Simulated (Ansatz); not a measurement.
Reaction (formal exchange of groups at the Se–Se bond): `C[Se][Se][SiH3]` + `F[SiH2]Cl` → `C[Se][SiH](F)Cl` + `[SiH3][SeH]`

Calculated with Ansatz (gas phase, PBE0-D4/def2-TZVP geometries, no zero-point term in ΔE). CCSD(T)/CBS adds triple-zeta CCSD(T) − MP2 to the extrapolated MP2 energy (def2 sets, frozen cores). This one scheme is used for every species. Functionals use def2-TZVPP. B3LYP here is the variant with VWN-RPA as its local correlation; programs differ in this. HSE06 is defined as in plane-wave codes. For Se outer-core shells are correlated without core-valence functions, which leaves a few kJ/mol of doubt a bond. Scalar relativity is left out up to krypton. One conformer a species, not always the lowest.

Task: Is it downhill or uphill in electronic energy at CCSD(T)/CBS, and by how much? (Estimate.)

Result: Ansatz gave: Downhill: ΔE = -0.48 eV.

Task: What do these levels give: LDA (SPW92), PBE-D4, revPBE-D4, B97M-V, B3LYP-D4, CAM-B3LYP-D4, PBE0, HSE06, BHLYP, CCSD(T)/def2-SVP, SCS-MP2/def2-TZVPP, HF/def2-QZVPP? (Estimate.)

Result: Computed: LDA (SPW92) -0.51, PBE-D4 -0.44, revPBE-D4 -0.43, B97M-V -0.51, B3LYP-D4 -0.41, CAM-B3LYP-D4 -0.46, PBE0 -0.48, HSE06 -0.48, BHLYP -0.45, CCSD(T)/def2-SVP -0.50, SCS-MP2/def2-TZVPP -0.44, HF/def2-QZVPP -0.44 eV.

Task: What do rigid-rotor, harmonic-oscillator terms from PBE0-D4/def2-TZVP frequencies (298.15 K, 1 bar) make of the CCSD(T)/CBS value? (Estimate.)

Result: Ansatz gave: ΔZPE = -0.02 eV, ΔH = -0.49 eV, ΔS = 7 J/(mol·K), ΔG = -0.51 eV. Modes under 50 cm⁻¹ make the entropy rough.

Largest T1 diagnostic among the species: 0.010.

From BLYP to BHLYP (50 % exact exchange), in def2-TZVPP and without D4, ΔE moves by −0.08 eV. Leaving LDA and LC-ωPBE aside and taking each functional with its dispersion term where it has one, the values, not all of them listed here, spread over 0.15 eV, from r2SCAN0-D4 to BLYP-D4. LDA lies −0.07 eV from PBE without D4.
